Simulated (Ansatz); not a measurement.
Cd₃⁺. The state is a doublet with charge 1. Geometry r2SCAN/def2-TZVP.

```xyz
3

Cd    0.0098   -0.0047   -0.0099
Cd    2.1315    0.7501    1.7586
Cd   -2.1413   -0.7454   -1.7486
```

In the def2 sets Cd takes a core potential, while STO-3G treats all electrons; there is no spin–orbit coupling. At HF/STO-3G the charge 1 doublet is spin-contaminated (final ⟨S²⟩ up to 0.99, 0.75 for a pure state). The structure comes from a short search, and lower isomers may exist.

(1) Estimate the α-spin orbital energies around the gap (eV) in Ansatz with HF/STO-3G, revPBE/def2-TZVP, r2SCAN/def2-TZVP, PBE0/def2-SVP, PBE0/def2-TZVP.

Answers

(1) 
```tsv
orbital	HF/STO-3G	revPBE/def2-TZVP	r2SCAN/def2-TZVP	PBE0/def2-SVP	PBE0/def2-TZVP
HOMO−9	-13.80	-16.68	-17.16	-18.97	-18.92
HOMO−8	-13.80	-16.68	-17.16	-18.97	-18.92
HOMO−7	-13.80	-16.67	-17.16	-18.96	-18.92
HOMO−6	-13.76	-16.67	-17.16	-18.96	-18.92
HOMO−5	-13.76	-16.59	-17.07	-18.86	-18.81
HOMO−4	-13.72	-16.59	-17.07	-18.86	-18.81
HOMO−3	-13.72	-16.44	-16.91	-18.69	-18.64
HOMO−2	-10.49	-12.05	-12.35	-13.03	-13.04
HOMO−1	-9.09	-10.83	-11.12	-11.65	-11.67
HOMO	-6.26	-8.92	-9.22	-9.46	-9.48
LUMO	1.01	-6.38	-6.36	-5.78	-5.85
LUMO+1	2.86	-6.38	-6.30	-5.75	-5.80
LUMO+2	2.86	-6.30	-6.30	-5.75	-5.80
LUMO+3	4.42	-5.19	-4.99	-4.56	-4.59
LUMO+4	4.42	-5.19	-4.99	-4.56	-4.59
LUMO+5	6.26	-3.79	-3.52	-3.12	-3.14
β HOMO	-8.65	-10.59	-10.83	-11.21	-11.23
β LUMO	1.00	-8.44	-8.25	-7.71	-7.71
```
